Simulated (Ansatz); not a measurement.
`FBC[SiH3]`, relaxed with RKS PBE-D4/def2-SVP in Ansatz from a rough embedded geometry. The force threshold is 0.03 eV/Å; the program also tests the step.

The species carries charge 0 and has multiplicity 1.

Start:

```xyz
10

F    -1.586   -1.032   -1.069
B    -0.206   -0.781   -1.367
C     0.668    0.003   -0.339
Si   -0.225    0.559    1.206
H     0.299   -1.192   -2.361
H     1.536   -0.625   -0.002
H     1.132    0.931   -0.799
H    -0.797   -0.634    1.858
H    -1.400    1.470    0.758
H     0.578    1.301    2.115
```

Task: By how much does the energy fall, and how many steps does the optimiser take? (Best estimate.)

Result: Ansatz gave: 11.05 kcal/mol, in 24 steps, 4 of them rejected.

Task: Which bonds change most? (Best estimate.)

Result: Ansatz gave: F1–B2 from 1.434 to 1.339 Å; Si4–H10 from 1.421 to 1.505 Å; Si4–H9 from 1.553 to 1.504 Å; C3–Si4 from 1.870 to 1.909 Å.

Task: Give the relaxed structure. (Estimate.)

Result: The calculation gave: 
```xyz
10

F    -1.070   -0.226   -2.229
B    -0.224   -0.758   -1.337
C     0.648    0.165   -0.440
Si   -0.218    0.430    1.241
H    -0.224   -1.978   -1.255
H     1.621   -0.311   -0.195
H     0.817    1.168   -0.883
H    -0.467   -0.891    1.916
H    -1.536    1.129    1.047
H     0.653    1.272    2.134
```
